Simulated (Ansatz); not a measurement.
B4N4H14⁻, a cluster cut from wurtzite BN (hydrogen-capped). The state is a doublet with charge -1. Geometry PBE0-D4/def2-SVP, that of the neutral singlet; atoms count from 1.

```xyz
22

B     1.606   -0.394   -0.329
N     1.230    0.967    0.462
B    -0.536    0.341   -1.562
N     0.232   -0.865   -0.918
N    -1.151    1.121   -0.283
B    -0.247    0.923    0.980
B    -0.641   -1.548    0.190
N    -0.491   -0.549    1.455
H     2.426   -0.138   -1.198
H     2.042   -1.184    0.507
H     1.341    1.753   -0.181
H     1.896    1.126    1.215
H     0.227    1.124   -2.125
H    -1.451   -0.019   -2.287
H     0.415   -1.551   -1.647
H    -1.285    2.105   -0.508
H    -2.083    0.748   -0.096
H    -0.468    1.748    1.856
H    -0.222   -2.653    0.502
H    -1.833   -1.567   -0.110
H     0.302   -0.860    2.018
H    -1.308   -0.627    2.058
```

The highest occupied level of the charge -1 doublet lies above zero (up to 3.71 eV). By energy differences it is unbound by 2.27 eV (vertical, against the charge 0 singlet, at PBE0-D4/def2-SVP) and held by the finite basis.

Q: Estimate the Mulliken populations from the PBE0/def2-SVP orbitals of Ansatz.

A: 
```json
{"atom": "B1", "charge (e)": "0.00", "spin (α − β)": "-0.02"}
{"atom": "N2", "charge (e)": "0.01", "spin (α − β)": "-0.04"}
{"atom": "B3", "charge (e)": "0.00", "spin (α − β)": "-0.02"}
{"atom": "N4", "charge (e)": "-0.13", "spin (α − β)": "0.00"}
{"atom": "N5", "charge (e)": "0.01", "spin (α − β)": "-0.04"}
{"atom": "B6", "charge (e)": "0.19", "spin (α − β)": "-0.14"}
{"atom": "B7", "charge (e)": "0.00", "spin (α − β)": "-0.02"}
{"atom": "N8", "charge (e)": "0.01", "spin (α − β)": "-0.04"}
{"atom": "H9", "charge (e)": "-0.15", "spin (α − β)": "0.02"}
{"atom": "H10", "charge (e)": "-0.12", "spin (α − β)": "0.01"}
{"atom": "H11", "charge (e)": "-0.04", "spin (α − β)": "0.19"}
{"atom": "H12", "charge (e)": "-0.07", "spin (α − β)": "0.23"}
{"atom": "H13", "charge (e)": "-0.12", "spin (α − β)": "0.01"}
{"atom": "H14", "charge (e)": "-0.15", "spin (α − β)": "0.02"}
{"atom": "H15", "charge (e)": "0.12", "spin (α − β)": "0.01"}
{"atom": "H16", "charge (e)": "-0.07", "spin (α − β)": "0.23"}
{"atom": "H17", "charge (e)": "-0.04", "spin (α − β)": "0.19"}
{"atom": "H18", "charge (e)": "-0.08", "spin (α − β)": "0.01"}
{"atom": "H19", "charge (e)": "-0.15", "spin (α − β)": "0.02"}
{"atom": "H20", "charge (e)": "-0.12", "spin (α − β)": "0.01"}
{"atom": "H21", "charge (e)": "-0.04", "spin (α − β)": "0.19"}
{"atom": "H22", "charge (e)": "-0.07", "spin (α − β)": "0.23"}
```
Mulliken values depend strongly on the basis.

Q: Where does the spin sit?

A: Summed by element: B -0.22, N -0.13, H 1.34, of 1 unpaired in all. Largest on single atoms: H16 0.23, H22 0.23, H12 0.23.

Q: And the Mayer bond orders between heavy atoms (over 0.3)?

A: B1–N2 0.86 (1.62 Å); B1–N4 0.88 (1.57 Å); N2–B6 0.96 (1.57 Å); B3–N4 0.88 (1.57 Å); B3–N5 0.86 (1.62 Å); N4–B7 0.88 (1.57 Å); N5–B6 0.96 (1.57 Å); B6–N8 0.96 (1.57 Å); B7–N8 0.86 (1.62 Å).
